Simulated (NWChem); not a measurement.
## Basis-set convergence for H$_{2}$Sn

```xyz
3

Sn     0.0000     0.0000     0.0492
H      1.2700     0.0000    -1.2291
H     -1.2700     0.0000    -1.2291
```
Charge 0, spin multiplicity 1.

The numbers come from NWChem runs, not from measurements. The geometry was optimised at PBE/def2-SVP with def2 effective core potentials on Sn, a minimum by its harmonic frequencies.

Quantity: first vertical ionisation energy at the level G0W0@PBE.

Effective core potentials replace the inner electrons of Sn; spin-orbit coupling is left out. The structure started from a generated list of species.

```json
[
 {"basis": "def2-SVP", "functions": "36", "first vertical ionisation energy (eV)": "8.38"},
 {"basis": "def2-SVPD", "functions": "48", "first vertical ionisation energy (eV)": "8.38"},
 {"basis": "def2-TZVP", "functions": "62", "first vertical ionisation energy (eV)": "8.62"},
 {"basis": "def2-TZVPD", "functions": "74", "first vertical ionisation energy (eV)": "8.62"},
 {"basis": "def2-TZVPP", "functions": "78", "first vertical ionisation energy (eV)": "8.69"},
 {"basis": "def2-QZVP", "functions": "142", "first vertical ionisation energy (eV)": "8.83"}
]
```

Smallest basis within 0.1 eV of def2-QZVP, the largest set run: no smaller one. def2-QZVP isn't the basis-set limit itself, and a small set can land close by cancellation.
